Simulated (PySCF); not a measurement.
GaH₄N, SMILES [NH2][GaH2]. Heavy atoms are numbered as in [GaH2:1][NH2:4]. Hydrogens are named by the atom that carries them.

The structure is a stationary point at B3LYP-D3(BJ)/def2-TZVP.

All values below come from ωB97X/def2-TZVPD in PySCF.

Mulliken values depend strongly on the basis, most of all with diffuse functions as here. ESP charges are fitted to the potential on shells at 1.4 to 2.0 van der Waals radii. Atomic charges (e), one atom of each kind:

| atom | Mulliken | ESP fit | meta-Löwdin |
|---|---|---|---|
| Ga1 (GaH2) | 0.35 | 0.71 | 0.37 |
| H on Ga1 | -0.20 | -0.20 | -0.08 |
| N4 (NH2) | -0.34 | -1.06 | -0.66 |
| H on N4 | 0.19 | 0.37 | 0.23 |
